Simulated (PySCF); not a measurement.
Compound: C₈H₇NSe.
Geometry (PBE0-D3(BJ)/def2-SVP, Å), atoms numbered from 1 in this order:
```xyz
17
C8H7NSe angstrom
C     -2.8479   -0.8229   -0.1096
C     -1.4220   -0.3592   -0.1667
C     -0.3866   -1.1547    0.3392
C      0.9396   -0.7337    0.3146
C      1.2486    0.5124   -0.2289
Se     3.0293    1.2214   -0.3327
C      3.9116   -0.1697    0.4533
N      4.4920   -1.0453    0.9508
C      0.2382    1.3250   -0.7426
C     -1.0825    0.8846   -0.7083
H     -2.9430   -1.8684   -0.4391
H     -3.2385   -0.7705    0.9199
H     -3.4989   -0.2048   -0.7433
H     -0.6192   -2.1345    0.7652
H      1.7246   -1.3779    0.7163
H      0.4694    2.3026   -1.1743
H     -1.8668    1.5276   -1.1158
```

The closed-shell ground state was solved at several levels (PySCF, density fitting, gas phase). Relativistic effects, spin–orbit coupling among them, are left out although an element past zinc is present.

```csv
level,basis functions,total energy (Eh),HOMO (eV),LUMO (eV),gap (eV),dipole (D)
B97-2/pcSseg-1,229,-2765.5464,-6.56,-1.12,5.44,4.60
PBE0/pcSseg-1,229,-2764.3246,-6.79,-1.07,5.72,4.61
```

Problem. What might CAM-B3LYP/def2-SVPD (277 basis functions) give for the same quantities?

Solution. Total energy -2764.7188 Eh, HOMO -7.92 eV, LUMO -0.01 eV, gap 7.91 eV, dipole 4.67 D.

Problem. Over all these levels, which gives the widest orbital gap and which the narrowest?

Solution. CAM-B3LYP/def2-SVPD (range-separated hybrid) has the widest, 7.91 eV, and B97-2/pcSseg-1 (global hybrid, 21 % exact exchange) the narrowest, 5.44 eV. Functional and basis both differ between the two, so the spread mixes both effects.

Problem. How far do the dipole and the HOMO energy spread over the levels?

Solution. The dipole runs from 4.60 to 4.67 D (mean 4.63 D) and the HOMO from -7.92 to -6.56 eV.

One conformer stands for the species.
